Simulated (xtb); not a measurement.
Se(H)(NH2) (H₃NSe), SMILES N[SeH]. All values are semi-empirical tight-binding results from xtb (GFN2-xTB unless named), good for trends rather than for accurate numbers. Geometry optimised at GFN2-xTB.

Optimised geometry:

```xyz
5

Se     0.0428    -0.3888     0.0000
H     -1.4097    -0.6376     0.0000
N      0.0917     1.4526     0.0000
H     -0.3431     1.8447    -0.8293
H     -0.3431     1.8447     0.8293
```
Charge 0, spin multiplicity 1.

```yaml
point_group_as_xtb_finds_it: Cs
orbital_gap: 4.10 eV
zero_point_energy: 19.2 kcal/mol
G − E(el) at 298.15 K (modified RRHO): 3.4 kcal/mol
static polarisability (D4 model): 40.4 bohr³
solvation energy, GFN2-xTB/ALPB(water): -4.2 kcal/mol
solvation energy, GFN2-xTB/ALPB(thf): -4.8 kcal/mol
```

Computed atomic charges and the Wiberg bond orders between heavy atoms:
charges (e) Se1 -0.16, H2 0.10, N3 -0.28, H4 0.17, H5 0.17. Bond orders Se1–N3 1.26.
